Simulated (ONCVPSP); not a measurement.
Before and after: ONCV potential for boron

B, optimised norm-conserving Vanderbilt (ONCV), made with ONCVPSP 4.0.1 (PBE, scalar-relativistic). Core [He], reference 2s2 2p1. Waves: 2s: rc 1.40 bohr, ncon 5, nbas 10, qcut 4 1/bohr, 2 projectors, debl 2.8 Ha; 2p: rc 3.25 bohr, ncon 4, nbas 7, qcut 5.2 1/bohr, 2 projectors, debl 0.5 Ha. Local part: polynomial inside 1.20 bohr (lpopt 5, dvloc0 0 Ha). Core correction: none.

Change: all radii scaled by about 0.89 (s 1.24, p 2.90 bohr); local potential polynomial inside 1.06 bohr (lpopt 5, dvloc0 0 Ha).

Cutoffs: the cutoffs (Ha) at which the residual kinetic energy of the hardest occupied pseudo-wave falls to 1 and 0.1 mHa per electron; they do not see the model core or the augmentation charge, which bear on the density cutoff. Errors are all-electron minus pseudo energies relative to the spin-unpolarised reference configuration.

Problem. Predict the effect on cutoff, ghosts and configuration errors.

Solution. The potential gets neither clearly harder nor softer (21 Ha and 128 Ha → 21 Ha and 111 Ha); of the 4 tests that both files solve, the error grows in 0 and shrinks in 4 by more than 15 % and 0.3 meV (median size 66.1 → 50.2 meV); neither file shows a bound ghost. Less of the atom is replaced, so other configurations are described better.

```tsv
quantity	base	changed
cutoff, loose	21 Ha	21 Ha
cutoff, tight	128 Ha	111 Ha
loose cutoff by channel	s 21 Ha, p 6.7 Ha	s 21 Ha, p 7.4 Ha
bound ghosts	none	none
GHOST(+) flags under 300 eV	none	none
error for 2s2 2p0, meV [ΔE 8.22 eV]	+87	+66
error for 2s1 2p0, meV [ΔE 33.64 eV]	+278	+221
error for 2s2 2p0.5, meV [ΔE 2.89 eV]	+13	+9.5
error for 2s0 2p3, meV [ΔE 11.72 eV]	-45	-35
```
